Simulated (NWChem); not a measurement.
Molecule: C8H5FO; SMILES Fc1cccc2ccoc12

Program: NWChem. Pople sets run with spherical d functions. Coordinates come from a PBE0/def2-SVP optimisation. Not confirmed as a minimum by frequencies. Total energies compare along this basis series because the functional is fixed.

| level | basis functions | energy (Ha) | highest occupied level (eV) | orbital gap (eV) | dipole (D) |
|---|---|---|---|---|---|
| Hartree-Fock/STO-3G | 55 | -474.0091 | -6.49 | 12.72 | 1.47 |
| Hartree-Fock/3-21G | 100 | -477.4720 | -8.59 | 11.64 | 2.90 |
| Hartree-Fock/6-31G* | 150 | -480.1284 | -8.32 | 11.51 | 2.52 |
| Hartree-Fock/6-311G** | 210 | -480.2405 | [?] | [?] | [?] |

What belongs in the gaps?


- Hartree-Fock/6-311G**, highest occupied level (eV): -8.47
- Hartree-Fock/6-311G**, orbital gap (eV): 11.36
- Hartree-Fock/6-311G**, dipole (D): 2.57
